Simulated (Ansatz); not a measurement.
Steps of a relaxation of `C[B-](C)(Cl)[OH+][SiH3]` with RKS PBE-D4/def2-SVP.

```sh
$ ansatz run in.yaml --threads 4 --pin off --events-out ev --progress --plain --max-ram 11315MiB
```

```yaml
crystal:
  periodic: [false, false, false]
  atoms:
    - {symbol: C, position_ang: [-1.018100, -1.093500, -0.459400]}
    - {symbol: B, position_ang: [0.161800, -0.398100, 0.352600]}
    - {symbol: C, position_ang: [1.344200, -1.456000, 0.340800]}
    - {symbol: Cl, position_ang: [-0.264300, -0.124000, 2.135500]}
    - {symbol: O, position_ang: [0.666300, 0.860000, -0.304600]}
    - {symbol: Si, position_ang: [-0.544900, 2.126300, -0.359800]}
    - {symbol: H, position_ang: [-1.168600, -2.114800, -0.193600]}
    - {symbol: H, position_ang: [-1.975600, -0.503600, -0.244000]}
    - {symbol: H, position_ang: [-0.866700, -0.961500, -1.519500]}
    - {symbol: H, position_ang: [1.698200, -1.667800, -0.664100]}
    - {symbol: H, position_ang: [1.050200, -2.406100, 0.857900]}
    - {symbol: H, position_ang: [2.260800, -1.037500, 0.932900]}
    - {symbol: H, position_ang: [1.304200, 1.260000, 0.309200]}
    - {symbol: H, position_ang: [-1.619700, 1.755800, -1.304100]}
    - {symbol: H, position_ang: [-1.138600, 2.346300, 0.967700]}
    - {symbol: H, position_ang: [0.087800, 3.391900, -0.803500]}
basis:
  gaussian: {orbitals: def2-SVP}
hamiltonian: {xc: pbe, dispersion: d4}
relax: {f_tol: 0.03, max_steps: 200}
```

Positions (Å) and forces (eV/Å) along the path, 9 of 12 steps:

```xyz
16
step=1 energy=-25336.5435 eV
C    -1.018   -1.093   -0.459   -1.661    3.294    0.430
B     0.162   -0.398    0.353   -0.017   -3.844    0.566
C     1.344   -1.456    0.341    1.958    0.634    1.699
Cl   -0.264   -0.124    2.135   -0.258    0.773    0.597
O     0.666    0.860   -0.305   -0.153    1.786   -0.485
Si   -0.545    2.126   -0.360   -1.435    0.846   -0.374
H    -1.169   -2.115   -0.194   -0.144   -1.260    0.337
H    -1.976   -0.504   -0.244    0.328   -0.808   -0.226
H    -0.867   -0.962   -1.520    0.196   -0.292   -1.175
H     1.698   -1.668   -0.664    0.257   -0.347   -0.770
H     1.050   -2.406    0.858    0.122    0.383   -0.281
H     2.261   -1.038    0.933   -0.872   -0.658   -0.662
H     1.304    1.260    0.309    1.102   -0.238    0.366
H    -1.620    1.756   -1.304    0.050   -0.247   -0.296
H    -1.139    2.346    0.968    0.017   -0.057    0.426
H     0.088    3.392   -0.803    0.512    0.035   -0.152
16
step=3 energy=-25337.4007 eV
C    -1.130   -1.052   -0.458    0.345    0.127    0.086
B     0.152   -0.547    0.406   -0.338   -0.753    0.084
C     1.479   -1.464    0.347   -0.134    0.175   -0.086
Cl   -0.297   -0.114    2.209    0.012   -0.013   -0.125
O     0.571    0.898   -0.203    0.246    0.846    0.103
Si   -0.626    2.209   -0.353    0.219   -0.099   -0.113
H    -1.348   -2.103   -0.174    0.015    0.018   -0.029
H    -2.072   -0.491   -0.287    0.004    0.055    0.041
H    -0.921   -1.042   -1.555   -0.016   -0.062    0.157
H     1.809   -1.666   -0.697   -0.045    0.001    0.042
H     1.273   -2.444    0.825   -0.021    0.021   -0.030
H     2.345   -1.035    0.896    0.018    0.049    0.027
H     1.334    1.224    0.340   -0.185   -0.292   -0.254
H    -1.581    1.783   -1.418    0.036   -0.003    0.053
H    -1.239    2.461    0.982   -0.068    0.016   -0.031
H     0.228    3.361   -0.816   -0.088   -0.086    0.076
16
step=4 energy=-25337.4379 eV
C    -1.135   -1.068   -0.446    0.215   -0.043    0.025
B     0.136   -0.577    0.415   -0.162   -0.333    0.131
C     1.480   -1.453    0.337   -0.142    0.050   -0.106
Cl   -0.314   -0.141    2.214    0.032   -0.029   -0.166
O     0.567    0.906   -0.196    0.069    0.627    0.080
Si   -0.614    2.227   -0.353    0.226   -0.245    0.018
H    -1.382   -2.109   -0.140    0.013    0.088   -0.006
H    -2.061   -0.476   -0.293   -0.028    0.033    0.003
H    -0.914   -1.102   -1.538   -0.029    0.011    0.114
H     1.806   -1.638   -0.711   -0.030    0.017    0.054
H     1.297   -2.444    0.802    0.012    0.008    0.001
H     2.333   -1.005    0.888    0.069    0.029    0.050
H     1.359    1.200    0.317   -0.204   -0.204   -0.188
H    -1.552    1.797   -1.428    0.019    0.010   -0.005
H    -1.275    2.479    0.962   -0.012    0.001   -0.039
H     0.247    3.379   -0.787   -0.047   -0.020    0.033
16
step=5 energy=-25337.4377 eV rejected
C    -1.144   -1.076   -0.404   -0.176   -0.183   -0.026
B     0.109   -0.612    0.459   -0.098    0.030   -0.023
C     1.476   -1.425    0.338    0.096   -0.004   -0.006
Cl   -0.326   -0.142    2.220    0.040   -0.031    0.038
O     0.524    0.917   -0.221    0.909   -0.686    0.191
Si   -0.587    2.204   -0.350   -0.562    0.727   -0.068
H    -1.440   -2.098   -0.085   -0.009    0.010    0.024
H    -2.054   -0.450   -0.288    0.010    0.025    0.031
H    -0.907   -1.142   -1.485    0.026    0.003   -0.074
H     1.790   -1.567   -0.719   -0.013   -0.002    0.022
H     1.344   -2.436    0.775    0.013   -0.005    0.023
H     2.321   -0.956    0.892   -0.017   -0.034   -0.005
H     1.413    1.104    0.150   -0.156    0.114   -0.067
H    -1.446    1.854   -1.515   -0.070    0.028   -0.041
H    -1.354    2.396    0.914   -0.049   -0.039    0.015
H     0.257    3.406   -0.637    0.055    0.048   -0.033
16
step=6 energy=-25337.4645 eV
C    -1.140   -1.079   -0.423   -0.032    0.012   -0.032
B     0.122   -0.604    0.434   -0.019   -0.059    0.104
C     1.478   -1.444    0.337    0.015    0.012   -0.030
Cl   -0.316   -0.157    2.210    0.001   -0.003    0.013
O     0.556    0.922   -0.203    0.208   -0.002    0.036
Si   -0.600    2.226   -0.355   -0.046    0.083    0.009
H    -1.417   -2.106   -0.105    0.002    0.016    0.012
H    -2.053   -0.460   -0.286    0.018   -0.008    0.003
H    -0.914   -1.130   -1.510   -0.005   -0.008   -0.010
H     1.796   -1.612   -0.715    0.008   -0.001   -0.002
H     1.323   -2.444    0.793    0.003    0.008    0.001
H     2.330   -0.985    0.888   -0.014   -0.005   -0.007
H     1.401    1.157    0.241   -0.179   -0.005   -0.090
H    -1.501    1.839   -1.480    0.030   -0.007    0.004
H    -1.333    2.439    0.931    0.014   -0.018   -0.033
H     0.244    3.413   -0.715   -0.004   -0.015    0.022
16
step=8 energy=-25337.4754 eV
C    -1.153   -1.057   -0.378    0.018   -0.009    0.017
B     0.136   -0.612    0.456    0.009    0.014   -0.065
C     1.484   -1.459    0.320    0.001    0.005    0.006
Cl   -0.246   -0.130    2.230    0.016    0.003   -0.013
O     0.582    0.924   -0.234   -0.104   -0.019    0.030
Si   -0.605    2.204   -0.390   -0.049    0.044    0.013
H    -1.464   -2.066   -0.031   -0.009    0.014    0.003
H    -2.041   -0.403   -0.241    0.000    0.003    0.001
H    -0.943   -1.142   -1.466   -0.004   -0.001    0.013
H     1.770   -1.629   -0.739   -0.003    0.002    0.005
H     1.340   -2.457    0.785   -0.005    0.007   -0.004
H     2.351   -1.001    0.846   -0.007   -0.005   -0.007
H     1.396    1.185    0.240    0.058    0.035    0.030
H    -1.372    1.893   -1.637    0.062    0.026    0.062
H    -1.477    2.271    0.828    0.064   -0.020   -0.099
H     0.219    3.456   -0.544   -0.049   -0.098    0.008
16
step=9 energy=-25337.4766 eV
C    -1.161   -1.041   -0.349   -0.004   -0.044    0.003
B     0.147   -0.612    0.462    0.046    0.075   -0.077
C     1.488   -1.463    0.302   -0.010   -0.024    0.004
Cl   -0.201   -0.117    2.238    0.000   -0.007    0.038
O     0.591    0.927   -0.228   -0.044   -0.035    0.031
Si   -0.613    2.186   -0.409   -0.070    0.072   -0.028
H    -1.498   -2.033    0.025    0.010    0.051   -0.012
H    -2.029   -0.359   -0.216    0.015   -0.021   -0.013
H    -0.965   -1.157   -1.437   -0.016    0.008    0.034
H     1.758   -1.630   -0.763   -0.006    0.003    0.015
H     1.346   -2.463    0.764    0.002   -0.003   -0.004
H     2.365   -1.011    0.816   -0.009   -0.003   -0.007
H     1.388    1.207    0.267    0.009    0.001    0.010
H    -1.278    1.914   -1.730    0.073    0.056    0.187
H    -1.568    2.172    0.756    0.139    0.021   -0.196
H     0.207    3.456   -0.455   -0.136   -0.151    0.015
16
step=10 energy=-25337.4814 eV
C    -1.157   -1.040   -0.349   -0.003   -0.011   -0.002
B     0.152   -0.605    0.459    0.009    0.007   -0.034
C     1.488   -1.465    0.300    0.001   -0.003    0.002
Cl   -0.199   -0.122    2.240    0.007    0.004    0.019
O     0.591    0.927   -0.220   -0.015   -0.026    0.009
Si   -0.611    2.185   -0.412   -0.094    0.072   -0.004
H    -1.491   -2.030    0.028    0.007    0.022   -0.002
H    -2.028   -0.361   -0.217    0.001   -0.001   -0.004
H    -0.965   -1.158   -1.437   -0.004    0.000    0.010
H     1.757   -1.632   -0.764   -0.002    0.002    0.004
H     1.340   -2.464    0.761   -0.003    0.002   -0.002
H     2.367   -1.018    0.815   -0.005   -0.003   -0.005
H     1.386    1.206    0.277    0.023    0.012    0.014
H    -1.280    1.914   -1.724    0.052    0.016    0.081
H    -1.566    2.186    0.743    0.066   -0.011   -0.085
H     0.194    3.456   -0.458   -0.039   -0.084   -0.001
16
step=12 energy=-25337.4835 eV
C    -1.156   -1.023   -0.337   -0.001    0.009   -0.003
B     0.163   -0.595    0.459    0.003   -0.006    0.009
C     1.489   -1.469    0.289   -0.002    0.000    0.001
Cl   -0.172   -0.121    2.250    0.001   -0.001    0.000
O     0.599    0.930   -0.202    0.012    0.000   -0.008
Si   -0.619    2.170   -0.423   -0.001    0.007    0.011
H    -1.498   -2.005    0.053    0.002   -0.001    0.002
H    -2.020   -0.335   -0.207    0.000   -0.002    0.001
H    -0.974   -1.154   -1.425    0.000   -0.002   -0.001
H     1.749   -1.632   -0.779    0.000    0.000    0.000
H     1.331   -2.470    0.743    0.000    0.000   -0.001
H     2.376   -1.036    0.800   -0.004    0.000   -0.002
H     1.379    1.222    0.314   -0.009   -0.002    0.000
H    -1.238    1.900   -1.754    0.002   -0.002   -0.004
H    -1.602    2.148    0.698   -0.009   -0.005    0.003
H     0.170    3.445   -0.435    0.004    0.004   -0.007
```

Hardware: 4 threads of an Arm Neoverse V2 on a shared host. Wall time 24 s, peak host memory 0.21 GiB.
